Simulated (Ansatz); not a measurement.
One change: `[F][Zn][CH2]BCl` becomes `BCBCl`.

Ansatz, PBE0-D4/def2-TZVP geometries, multiplicity 1. Each molecule was computed in one conformer, which needn't be the lowest.

Scalar relativity is left out up to krypton.

```json
{"property": "HOMO–LUMO gap (B3LYP/def2-TZVPP) / eV", "`[F][Zn][CH2]BCl`": "6.46"}
{"property": "HOMO–LUMO gap (ωB97M-V/def2-TZVPP) / eV", "`[F][Zn][CH2]BCl`": "10.95"}
{"property": "HOMO energy (PBE0/def2-TZVPP) / eV", "`[F][Zn][CH2]BCl`": "-8.54"}
{"property": "HOMO energy (PBE/def2-TZVPP) / eV", "`[F][Zn][CH2]BCl`": "-7.21"}
{"property": "LUMO energy (ωB97M-V/def2-TZVPP) / eV", "`[F][Zn][CH2]BCl`": "0.18"}
{"property": "size of the dipole moment (PBE/def2-TZVPP) / D", "`[F][Zn][CH2]BCl`": "2.44"}
```

**Question.** What does the change do to each property? (Estimate.)

**Answer.** Ansatz gave: 
| property | `BCBCl` | shift |
| --- | --- | --- |
| HOMO–LUMO gap (B3LYP/def2-TZVPP) / eV | 6.12 | -0.34 |
| HOMO–LUMO gap (ωB97M-V/def2-TZVPP) / eV | 10.80 | -0.15 |
| HOMO energy (PBE0/def2-TZVPP) / eV | -8.51 | 0.03 |
| HOMO energy (PBE/def2-TZVPP) / eV | -7.17 | 0.04 |
| LUMO energy (ωB97M-V/def2-TZVPP) / eV | 0.02 | -0.16 |
| size of the dipole moment (PBE/def2-TZVPP) / D | 1.15 | -1.29 |

Dipoles are sizes alone; their direction can turn.

B3LYP here is the variant with VWN-RPA as its local correlation; programs differ in this.
